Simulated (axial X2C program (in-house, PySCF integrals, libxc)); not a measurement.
MoBr: the levels of the configuration d5 s0 p(π)0

Computed with an axial X2C code built on PySCF integrals: two-component X2C with atomic mean-field Coulomb and Gaunt terms, basis Mo dyall-v3z, Br dyall-v3z (cores contracted in-house). Orbitals come from Hartree–Fock averaged over the configuration Mo d5 s0 p(π)0; CI then distributes these electrons over the d, s, p(π) shells of Mo.

R = 2.538 Å (near the minimum of the configuration average).

Active spinors (ω > 0):

```csv
shell,ω,ε (eV),character
d,3/2,-2.84,99% Mo d
d,1/2,-2.80,"84% Mo d, 12% Mo s"
d,5/2,-2.68,100% Mo d
d,1/2,-2.66,"82% Mo d, 14% Mo s"
d,3/2,-2.63,95% Mo d
s,1/2,2.09,"73% Mo s, 21% Mo p, 4% Mo d"
p(π),1/2,0.96,96% Mo p
p(π),3/2,0.98,96% Mo p
```

Lowest levels of this model:

```csv
Ω,energy (cm⁻¹),g∥,μ (D),configuration
1/2,0,2.00,-6.65,100% d5
3/2,4,6.00,-6.65,100% d5
5/2,12,10.01,-6.66,100% d5
1/2,17427,1.99,-6.65,100% d5
3/2,17463,5.96,-6.65,100% d5
1/2,17901,1.15,-6.67,100% d5
3/2,17933,3.02,-6.66,100% d5
5/2,17991,7.33,-6.65,100% d5
1/2,18022,3.95,-6.62,100% d5
3/2,18177,3.04,-6.60,100% d5
5/2,18205,6.69,-6.60,100% d5
7/2,18236,10.00,-6.63,100% d5
5/2,19738,4.01,-6.64,100% d5
7/2,19751,8.02,-6.64,100% d5
9/2,19775,12.00,-6.65,100% d5
7/2,20357,9.97,-6.59,100% d5
7/2,20953,6.02,-6.65,100% d5
9/2,20976,10.00,-6.65,100% d5
11/2,20994,14.00,-6.65,100% d5
```

g∥ is the magnitude of 2⟨Lz + ge Sz⟩ for the +Ω component. μ is positive if the Br end is positive.

Question: From Ω and g∥ of the lowest level, whose 2⟨Lz + ge Sz⟩ is positive, find ⟨Sz⟩ and ⟨Lz⟩ (ge = 2.0023).

Answer: Ω = ⟨Lz⟩ + ⟨Sz⟩ = 1/2 and ⟨Lz⟩ + ge⟨Sz⟩ = 1.000, so ⟨Sz⟩ = 0.50 and ⟨Lz⟩ = 0.00.

Occupations of the active spinors in the lowest level by ω, shell by shell in order of energy: -5/2: 0.37; -3/2: 0.60 0.41 0.00; -1/2: 0.52 0.49 0.00 0.00; 1/2: 0.51 0.50 0.00 0.00; 3/2: 0.45 0.56 0.00; 5/2: 0.57. The leading determinant has weight 0.10 among 649.

This point took 1.5 s on 1 thread of Arm Neoverse V1 (shared host).

There is no dynamic correlation: spin–orbit spacings and, for f shells, spacings inside one term are the most reliable numbers, splittings between terms come out too wide, and energies between configurations are not reliable, so the lowest level need not be the ground state of the molecule. For d shells the ligand-field splittings (σ, π, δ) and their order can be off by a thousand cm⁻¹ or more. At most 4 roots were kept for each Ω > 0 (twice that for Ω = 0) within 3.2 eV of the lowest, so higher up levels can be missing between those listed; levels with Ω > 0 are doubly degenerate and listed once, Ω = 0 levels singly. Some active spinors are only partly of the character that their shell is named for, so the shell names and counts are nominal. States that fill the shells left empty in the average are placed too high.
